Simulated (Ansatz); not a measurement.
Sn(vinyl)2(NHiPr)2 (C₁₀H₂₂N₂Sn), relaxed as a singlet with RKS r2SCAN-D4/def2-SVP in Ansatz, starting from the GFN2-xTB geometry. Force threshold 0.03 eV/Å.

In the def2 sets Sn takes a core potential; there is no spin–orbit coupling.

Start:

```
atom    x (Å)    y (Å)    z (Å)
 Sn1   0.1084  -0.0500   0.1175
  C2  -1.4153   1.3484  -0.7081
  C3  -1.3449   2.6621  -0.6303
  H4  -2.2576   0.8833  -1.2078
  H5  -0.5265   3.1693  -0.1455
  H6  -2.1100   3.2988  -1.0562
  C7   1.5722   0.9815   1.3425
  C8   2.8186   0.5734   1.4707
  H9   1.2281   1.8495   1.8880
 H10   3.1859  -0.2922   0.9450
 H11   3.5253   1.0888   2.1071
 N12   1.2010  -1.1397  -1.2474
 C13   1.6201  -0.6134  -2.5278
 C14   2.3485   0.7059  -2.3400
 C15   0.4715  -0.4524  -3.5224
 H16   0.7971  -2.0579  -1.3916
 H17   2.3321  -1.3432  -2.9411
 H18   1.6526   1.4672  -1.9949
 H19   2.7884   1.0352  -3.2766
 H20   3.1300   0.5934  -1.5964
 H21  -0.2275   0.2960  -3.1533
 H22   0.8464  -0.1315  -4.4908
 H23  -0.0577  -1.3948  -3.6479
 N24  -0.6187  -1.6035   1.2644
 C25  -1.5730  -1.4178   2.3346
 C26  -2.9837  -1.0984   1.8416
 C27  -1.0877  -0.3409   3.2889
 H28  -0.9288  -2.3767   0.6881
 H29  -1.6078  -2.3715   2.8818
 H30  -2.9820  -0.1378   1.3295
 H31  -3.6776  -1.0469   2.6765
 H32  -3.3276  -1.8638   1.1488
 H33  -1.1499   0.6333   2.8082
 H34  -1.6964  -0.3238   4.1882
 H35  -0.0533  -0.5301   3.5570
```

```json
{"step": "1", "energy (eV)": "-19522.6267", "largest force component (eV/Å)": "1.686", "SCF passes": "23"}
{"step": "2", "energy (eV)": "-19522.8109", "largest force component (eV/Å)": "0.252", "SCF passes": "20"}
{"step": "3", "energy (eV)": "-19522.8186", "largest force component (eV/Å)": "0.580", "SCF passes": "20"}
{"step": "4", "energy (eV)": "-19522.8431", "largest force component (eV/Å)": "0.311", "SCF passes": "21"}
{"step": "5", "energy (eV)": "-19522.8476", "largest force component (eV/Å)": "0.144", "SCF passes": "20"}
{"step": "6", "energy (eV)": "-19522.8531", "largest force component (eV/Å)": "0.084", "SCF passes": "22"}
{"step": "7", "energy (eV)": "-19522.8531", "largest force component (eV/Å)": "0.134", "SCF passes": "20"}
{"step": "8", "energy (eV)": "-19522.8578", "largest force component (eV/Å)": "0.098", "SCF passes": "21"}
{"step": "9", "energy (eV)": "-19522.8607", "largest force component (eV/Å)": "0.183", "SCF passes": "21"}
{"step": "10", "energy (eV)": "-19522.8631", "largest force component (eV/Å)": "0.172", "SCF passes": "20"}
{"step": "11", "energy (eV)": "-19522.8644", "largest force component (eV/Å)": "0.119", "SCF passes": "20"}
{"step": "12", "energy (eV)": "-19522.8660", "largest force component (eV/Å)": "0.095", "SCF passes": "21"}
{"step": "13", "energy (eV)": "-19522.8669", "largest force component (eV/Å)": "0.071", "SCF passes": "21"}
{"step": "14", "energy (eV)": "-19522.8675", "largest force component (eV/Å)": "0.047", "SCF passes": "20"}
{"step": "15 (rejected)", "energy (eV)": "-19522.8674", "largest force component (eV/Å)": "0.056", "SCF passes": "21"}
{"step": "16", "energy (eV)": "-19522.8680", "largest force component (eV/Å)": "0.013", "SCF passes": "20"}
```

Force components are those of the run's own axes.

End:

```xyz
35

Sn    0.2279   -0.0169    0.2263
C    -1.1647    1.4193   -0.5869
C    -1.0184    2.7361   -0.3813
H    -2.0375    1.0608   -1.1516
H    -0.1651    3.1472    0.1747
H    -1.7377    3.4725   -0.7652
C     1.6173    0.9914    1.5061
C     2.9255    0.7250    1.3939
H     1.2724    1.7155    2.2569
H     3.2944    0.0001    0.6563
H     3.6762    1.2100    2.0323
N     1.3886   -1.0540   -1.1188
C     1.6082   -0.6176   -2.4941
C     2.1379    0.8132   -2.5067
C     0.3731   -0.7565   -3.3923
H     1.1789   -2.0520   -1.0754
H     2.4026   -1.2679   -2.9169
H     1.3822    1.5123   -2.1060
H     2.3762    1.1409   -3.5306
H     3.0446    0.8996   -1.8891
H    -0.4312   -0.0863   -3.0416
H     0.5959   -0.4997   -4.4421
H    -0.0123   -1.7894   -3.3714
N    -0.6599   -1.6150    1.1797
C    -1.6670   -1.4426    2.2224
C    -3.0676   -1.1426    1.6774
C    -1.2239   -0.3640    3.2045
H    -0.9694   -2.3107    0.4987
H    -1.7257   -2.3974    2.7878
H    -3.0741   -0.1738    1.1478
H    -3.8198   -1.0979    2.4835
H    -3.3870   -1.9204    0.9638
H    -1.2223    0.6292    2.7168
H    -1.9102   -0.3015    4.0630
H    -0.2083   -0.5667    3.5782
```

By distances, no bond broke or formed. The bond that changes most is Sn1–C2, from 2.23 to 2.16 Å (atoms count from 1).

No frequencies were taken in this run, so the end may be a saddle point.

Hardware: 4 threads of Arm Neoverse V2 on a shared host. Wall time 2.3 min, peak host memory 0.71 GiB.
